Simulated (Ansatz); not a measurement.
System: ZnI, net charge 1, singlet state. 
Coordinates optimised at B3LYP-D3(BJ)/def2-TZVP (Ansatz, an electronic-structure program):
```xyz
2

Zn     0.0000     0.0000    -1.5361
I      0.0000     0.0000     0.8695
```
Charge +1, spin multiplicity 1.

Basis-set convergence of Hartree-Fock and CCSD(T) correlation energies (hartree) with Ansatz. Cores are frozen in the correlated levels unless marked. Spin-orbit coupling is left out. The frozen core is the preceding noble-gas configuration, with the filled d and f shells of earlier blocks. In def2 rows, elements after Kr have scalar-relativistic effective core potentials.

| basis | functions | E(HF) | E(corr, CCSD(T)) | rough core time |
|---|---|---|---|---|
| def2-SVP | 57 | -2073.96881 | -0.37222 | under 20 s |
| def2-TZVPP | 114 | -2074.22261 | -0.58886 | under 20 s |
| def2-QZVPP | 182 | -2074.26574 | -0.64180 | 20 s |

Extrapolating the two largest sets (X = 3 and 4) as X^-3: E(corr) = (64·(-0.64180) - 27·(-0.58886))/37 = -0.6804 Eh, an estimate of the basis-set limit. The largest set recovers 94.3 % of it, the smallest 54.7 %.
